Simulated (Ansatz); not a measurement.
Geometry optimisation, Ansatz 0.2.0, RHF/def2-SVP.

The input (input.yaml):

```yaml
crystal:
  periodic: [false, false, false]
  atoms:
    - { symbol: Al, position_ang: [0.107632, -0.620272, -0.474812] }
    - { symbol: Cl, position_ang: [0.194688, -0.129201, 2.917523] }
    - { symbol: Cl, position_ang: [1.796659, 0.412511, -1.159196] }
    - { symbol: O, position_ang: [-1.394419, -0.146308, -1.03636] }
    - { symbol: H, position_ang: [-2.278905, -0.441419, -0.914859] }
    - { symbol: H, position_ang: [0.304086, -1.851721, 0.466632] }
    - { symbol: H, position_ang: [0.333258, -1.25779, 2.239571] }
basis:
  gaussian: { orbitals: def2-SVP }
hamiltonian:
  xc: hf
relax:
  f_tol: 0.03
  max_steps: 50
output:
  orbitals: {}
```

Launched with:

```bash
$ ansatz run input.yaml --threads 1 --pin off --max-ram 2048MiB --backend cpu --events-out ev --progress --plain --runs-dir out
```

Where does it end, and by what steps?

The run converged. The force dipped under the threshold on the way, but the program's further checks kept it going. After 27 steps the energy has fallen by 0.225 eV; H7 moved furthest, 0.94 Å.

| step | energy less start (eV) | largest force component (eV/Å) | accepted |
| --- | --- | --- | --- |
| 0 | 0.0000 | 1.257 | yes |
| 1 | -0.0890 | 0.924 | yes |
| 2 | -0.0866 | 1.803 | no |
| 3 | -0.1090 | 0.805 | yes |
| 4 | -0.1241 | 1.089 | yes |
| 5 | -0.1676 | 0.415 | yes |
| 6 | -0.1835 | 0.220 | yes |
| 7 | -0.1938 | 0.927 | yes |
| 8 | -0.2023 | 0.714 | yes |
| 9 | -0.2071 | 0.192 | yes |
| 10 | -0.2120 | 0.120 | yes |
| 11 | -0.1667 | 1.399 | no |
| 12 | -0.2093 | 0.348 | no |
| 13 | -0.2159 | 0.111 | yes |
| 14 | -0.2173 | 0.072 | yes |
| 15 | -0.2183 | 0.031 | yes |
| 16 | -0.2187 | 0.022 | yes |
| 17 | -0.2049 | 0.662 | no |
| 18 | -0.2189 | 0.106 | yes |
| 19 | -0.2193 | 0.076 | yes |
| 20 | -0.2200 | 0.009 | yes |
| 21 | -0.2203 | 0.037 | yes |
| 22 | -0.1994 | 0.976 | no |
| 23 | -0.2196 | 0.070 | no |
| 24 | -0.2205 | 0.016 | yes |
| 25 | -0.2207 | 0.169 | yes |
| 26 | -0.2208 | 0.157 | yes |
| 27 | -0.2245 | 0.012 | yes |

```xyz
7
Properties=species:S:1:pos:R:3
Al 0.053 -0.762 -0.455
Cl -0.214 -0.262 2.414
Cl 1.807 0.390 -0.688
O -1.399 -0.017 -0.863
H -2.282 -0.326 -0.948
H 0.203 -2.301 -0.226
H 0.895 -0.757 2.803
```

Whether the end is a true minimum wasn't checked by a vibrational analysis.

The run took 41 s on 1 thread of Arm Neoverse V1, on a shared host, peak memory 0.15 GiB.
